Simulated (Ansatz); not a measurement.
Ideal-gas functions of `[BH2][Al]1[SiH2][S]1` at 800 K and 1 bar, from an Ansatz frequency run at PBE0-D4/def2-TZVP.

Molar mass 101.98 g/mol, point group Cs (symmetry number 1), electronic degeneracy 1, moments of inertia 79.125, 228.166, 297.175 u Å². Harmonic wavenumbers (cm⁻¹, unscaled): 94, 114, 193, 357, 385, 432, 491, 540, 598, 643, 671, 840, 947, 1135, 2207, 2220, 2584, 2674.

Use S(trans) = R[1.5 ln M + 2.5 ln T − 1.1517]; rotational temperatures θ = 24.2544 K / I; S(rot) = R[ln(√π/σ · √(T³/θAθBθC)) + 1.5]; for each mode x = 1.438777 ν̃/T, S = R[x/(eˣ − 1) − ln(1 − e⁻ˣ)] and H = RT x/(eˣ − 1); 1 cm⁻¹ = 0.0119627 kJ/mol; R = 8.31446 J/(mol·K).

Q: By hand: the entropy, in J/(mol·K).

A: Translation 187.1. Rotation: θ = 0.3065, 0.1063, 0.0816 K, giving 125.3. Vibration, mode by mode: 23.10, 21.50, 17.15, 12.14, 11.53, 10.62, 9.61, 8.88, 8.10, 7.55, 7.24, 5.63, 4.82, 3.69, 0.79, 0.78, 0.45, 0.40, in all 154.0. Electronic 0.0. Sum 466.4 J/(mol·K).

Q: By hand: H − E and G − E in kJ/mol, counted from the electronic energy.

A: Zero-point energy ½ × 17125 × 0.0119627 = 102.4; thermal vibration 59.1; translation, rotation and pV give 4 RT = 26.6. H − E = 188.1 kJ/mol, and G − E = 188.1 − 800 × 466.4/1000 = -185.0 kJ/mol.

Vibration gives 33 % of the entropy, 44.6 J/(mol·K) of it from the modes under 150 cm⁻¹: soft modes count most, and the harmonic formula is weakest for them.
